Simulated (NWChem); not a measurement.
System: CH9NSi2; SMILES CN[SiH2][SiH3]

All runs: NWChem. Pople sets run with spherical d functions. Each level has its own optimisation. One conformer.

```json
[
 {"level": "Hartree-Fock/6-31G*", "r C–N (Å)": "1.450", "r N–Si (Å)": "1.730", "r H–N (Å)": "0.999", "r Si–Si (Å)": "2.354", "dipole (D)": "1.47"},
 {"level": "B3LYP/3-21G", "r C–N (Å)": "1.474", "r N–Si (Å)": "1.761", "r H–N (Å)": "1.017", "r Si–Si (Å)": "2.376", "dipole (D)": "1.53"},
 {"level": "PBE-D3(BJ)/def2-SVP", "r C–N (Å)": "1.452", "r N–Si (Å)": "1.748", "r H–N (Å)": "1.023", "r Si–Si (Å)": "2.358", "dipole (D)": "1.52"}
]
```
